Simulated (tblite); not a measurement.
Compound: C3H3F4I.
Z-matrix (Å and degrees, GFN2-xTB geometry), rows numbered from 1:
```
F 
C   1  1.3459
F   2  1.3460  1  106.99
C   2  1.5497  1  109.74  3  -118.99
F   4  1.3547  2  107.55  1   -64.63
F   4  1.3548  2  107.54  1  -178.12
C   4  1.5118  2  111.90  1    58.64
I   7  2.1421  4  111.68  2   179.95
H   2  1.0992  1  109.29  3   118.21
H   7  1.0877  4  109.28  2   -60.72
H   7  1.0878  4  109.26  2    60.58
```

Computed with GFN2-xTB (tblite): harmonic, unscaled wavenumbers at the GFN2-xTB geometry, gas phase. Against measured fundamentals such values can be off by several per cent, at times by over 20. One conformer, not necessarily the lowest.

Harmonic wavenumbers (cm⁻¹): 50.7, 61.4, 105.6, 145.9, 182.8, 319.2, 336.8, 470.8, 472.3, 505.5, 564.0, 692.6, 809.2, 826.1, 1016.1, 1051.8, 1073.7, 1114.4, 1156.2, 1176.0, 1232.9, 1242.6, 1267.6, 1394.1, 2934.1, 3018.0, 3026.0.

A = 2720, B = 517.1, C = 514.5 MHz; mass 241.922 u (most abundant isotopes); point group Cs, symmetry number 1.

Q: Zero-point energy?

A: Half the sum of the wavenumbers: 13123 cm⁻¹ = 156.99 kJ/mol.

Q: Give the ideal-gas entropy at 500 K and 1 bar in the rigid-rotor, harmonic-oscillator model (classical rotation).

A: Translation 188.05, rotation 133.96, vibration 159.55: S = 481.6 J/(mol K).

Q: And Cp and H(500 K) − H(0)?

A: Cp = 169.90 J/(mol K), of which vibrations give 136.64 (their classical limit is 27 R = 224.5); H(500 K) − H(0) = 55.24 kJ/mol without the zero-point energy, 38.61 from vibrations.

Q: Which modes carry the vibrational entropy at 500 K?

A: 50.7 cm⁻¹: 24.33; 61.4 cm⁻¹: 22.74; 105.6 cm⁻¹: 18.25; 145.9 cm⁻¹: 15.59; 182.8 cm⁻¹: 13.75; 319.2 cm⁻¹: 9.31 J/(mol K); the other 21 give 55.59 together.

Q: What must be added to the electronic energy to get the Gibbs energy at 500 K and 1 bar?

A: ZPE + [H(500 K) − H(0)] − T·S = 156.99 + 55.24 − 240.78 = -28.55 kJ/mol.

Q: Blend soft modes into free rotors: weight 1/[1 + (100 cm⁻¹/ν̃)⁴] for the oscillator and the rest for a rotor with moment μB/(μ + B), μ = h/(8π²ν), B = 10⁻⁴⁴ kg m². What vibrational entropy results?

A: 144.14 J/(mol K) in place of 159.55, which changes −T·S at 500 K by +7.71 kJ/mol.

Hindered rotation and anharmonicity are outside this model. Other conformers, if any are populated, would add a mixing term that is left out.

On one thread of an Arm Neoverse V1, no GPU, shared host with 32 logical CPUs at a one-minute load of 12, this took 0.28 s of wall time. The figure is for the frequency step alone.
